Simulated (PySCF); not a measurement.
## State search for InH

Unrestricted PBE0; basis In x2c-TZVPPall, H x2c-TZVPPall; spin-free X2C with a Gaussian nucleus; PySCF 2.14. Outer shells of the fragments: In 4d10 5s2 5p1; H 1s1.

Followed along the bond (rough minima from three points):

| 2Ms+1 | unpaired | ⟨S²⟩ at the start | R at minimum (Å) | Te (eV) |
| --- | --- | --- | --- | --- |
| 1 | none | 0.00 | 1.85 | 0.00 |
| 3 | σ ↑, π ↑ | 2.01 | 1.78 | 1.98 |

Solutions found at the starting distance of 1.710 Å, counted from the lowest of them; the search is not exhaustive and high or unbound solutions are not listed, so other states can lie among these:

| 2Ms+1 | unpaired | term | E (eV) | ⟨S²⟩ | ⟨Lz²⟩ | μ (D) |
| --- | --- | --- | --- | --- | --- | --- |
| 1 | none | ¹Σ⁺ | 0.00 | 0.00 | 0.00 | -0.17 |
| 3 | σ ↑, π ↑ | ³Π | 1.90 | 2.01 | 1.00 | -0.31 |
| 1 | σ ↑, π ↓ | mixed | 2.22 | 1.02 | 1.00 | -0.22 |
| 3 | σ ↑↑ | ³Σ⁺ | 5.24 | 2.00 | 0.00 | 1.87 |
| 3 | π ↑↑ | ³Σ⁻ | 5.29 | 2.11 | 0.00 | -0.67 |
| 1 | π ↑↓ | mixed | 5.67 | 1.00 | 2.01 | -0.78 |
| 1 | none | mixed | 6.33 | 0.00 | 2.01 | -0.74 |

A term symbol is given only where ⟨S²⟩ and ⟨Lz²⟩ are close to those of a pure state; real π, δ and φ orbitals otherwise mix terms. A positive dipole means In(−)H(+).

Task: Compare the gap between the two lowest followed solutions at the starting distance with the gap between their minima.

Result: At PBE0 the second solution (triplet, unpaired electrons σ ↑, π ↑) lies +1.90 eV from the first (singlet, closed shell) at 1.710 Å and +1.98 eV at the minima; the two curves relax by different amounts, since their minima lie near 1.78 and 1.85 Å.

Spin–orbit coupling is left out. Counting both spins, an empty level lies below a filled one in some of these solutions, because spin and occupation are held.
